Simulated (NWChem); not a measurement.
System: C2H5B; SMILES BC=C

```xyz
8

B      0.2018     1.3517     0.0001
H      1.4123     1.4019    -0.0051
H     -0.4305     2.3831     0.0069
C     -0.4888    -0.0269    -0.0011
C      0.2355    -1.1624     0.0005
H     -1.5822    -0.1197    -0.0012
H     -0.2196    -2.1601     0.0020
H      1.3310    -1.1282     0.0006
```
Atoms are numbered in this order, from 1.

Computed with NWChem. Pople sets run with spherical d functions. Structure relaxed at the PBE0/def2-SVP level.

Q: Among these, which level gives the highest value of “dipole (D)”?
(A) TPSS/6-311G**
(B) TPSS/3-21G
(C) TPSS/6-31G*
(D) TPSS/STO-3G

A: B, TPSS/3-21G. Values: TPSS/STO-3G 1.28; TPSS/6-311G** 1.43; TPSS/6-31G* 1.47; TPSS/3-21G 1.53
